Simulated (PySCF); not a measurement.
Two-dimensional NMR puzzle

Compound of formula C₃H₁₂OSi₃. Correlations simulated from computed shifts and the bond graph:

HSQC (one-bond C–H):
```tsv
δH	δC
2.00	17.5
1.51	22.5
1.51	20.5
0.72	20.5
```

COSY cross peaks (H two or three bonds apart, from the bond graph; peaks can be absent where the dihedral angle is near 90°):
```tsv
δH	δH
5.85	5.70
5.85	4.02
5.85	3.60
5.70	4.02
5.70	3.60
5.28	5.03
5.28	1.51
5.28	0.72
5.03	1.51
5.03	0.72
4.02	3.60
4.02	2.00
3.60	2.00
2.00	1.51
2.00	1.51
2.00	0.72
1.51	0.72
```

HMBC (two and three bonds, from the bond graph):
```tsv
δH	δC
5.85	17.5
5.70	17.5
5.28	20.5, 17.5
5.03	20.5, 17.5
4.02	22.5, 20.5, 17.5
3.60	22.5, 20.5, 17.5
2.00	22.5, 20.5
1.51	20.5, 17.5
1.51	22.5, 17.5
0.72	22.5, 17.5
```

Theory: NMR shieldings at PBE0/pcSseg-1/GIAO, geometry: GFN2-xTB, in PySCF (non-relativistic Hamiltonian, in vacuum, equivalent nuclei averaged, single conformer).

Shifts are taken against calculated references (same method and geometry level): TMS for ¹H (σ = 31.72 ppm), ¹³C (σ = 186.93 ppm).

Exchangeable hydrogens are left out of these lists.

**Question.** Work out the connectivity.

**Answer.** `C[C@H]1C[SiH2]O[SiH2][SiH2]1`.

Atoms are numbered as in `[CH3:1][C@H:2]1[CH2:3][SiH2:4][O:5][SiH2:6][SiH2:7]1`; H(Xn) means a hydrogen on atom n. Ha(C3), Ha(Si4), Ha(Si6), Ha(Si7) are cis to C1 on the ring; Hb(C3), Hb(Si4), Hb(Si6), Hb(Si7) are trans to C1 on the ring.

1. δC 22.5 is C1, a methyl carbon (δH 1.51).
2. δC 20.5 is C3, an sp3 CH2 bonded to Si (δH 1.51, 0.72).
3. δC 17.5 is C2, an sp3 CH bonded to Si (δH 2.00).
4. COSY links 5.85–5.70, 5.85–4.02, 5.85–3.60, 5.70–4.02, 5.70–3.60, 5.28–5.03.

This is the structure that produced the data.

Shifts are as computed. Against solution values, carbons near 30 ppm lie about +3 ppm off and those near 130 ppm about +5 ppm. Of 1309 compounds with measured shifts, 239 miss one by over three times the rms of a fit or turn the order of signals round; such compounds aren't used in these exercises.
